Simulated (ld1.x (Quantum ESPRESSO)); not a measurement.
# An all-electron radial function and its pseudo partner (nitrogen)

Columns: radius, all-electron u(r) and pseudo u(r) of the 2s shell (level -49.16 eV) of nitrogen in the configuration [He] 2s2 2p1; PBE, scalar-relativistic, RRKJ scheme, ld1.x (Quantum ESPRESSO) 7.5.

```csv
r (bohr),all-electron,pseudo
0.082,0.4076,-0.0333
0.165,0.3943,-0.0898
0.248,0.2025,-0.1804
0.330,-0.0412,-0.2989
0.413,-0.2836,-0.4340
0.495,-0.4924,-0.5677
0.578,-0.6635,-0.6927
0.660,-0.7916,-0.7987
0.742,-0.8810,-0.8815
0.825,-0.9366,-0.9366
0.908,-0.9626,-0.9626
0.990,-0.9645,-0.9645
1.072,-0.9481,-0.9481
1.155,-0.9173,-0.9173
1.238,-0.8763,-0.8763
1.320,-0.8290,-0.8290
1.402,-0.7775,-0.7775
1.485,-0.7232,-0.7232
1.568,-0.6684,-0.6684
1.650,-0.6151,-0.6151
1.733,-0.5628,-0.5628
1.815,-0.5134,-0.5134
1.898,-0.4661,-0.4661
1.980,-0.4224,-0.4224
2.062,-0.3817,-0.3817
2.145,-0.3436,-0.3436
```

**Question.** How many radial nodes do the two functions have?

**Answer.** The all-electron 2s function has n − l − 1 = 1; the pseudo-wave has 0, since the states of the same l below it are removed with the core.

**Question.** At about which radius was the pseudo-wave matched?

**Answer.** 0.80 bohr, where the columns begin to agree (steps of 0.08 bohr).

**Question.** Is the pseudo-wave norm-conserving?

**Answer.** Yes: the RRKJ scheme keeps the norm inside the radius equal to the all-electron one, which fixes the energy derivative of the logarithmic derivative at the level.
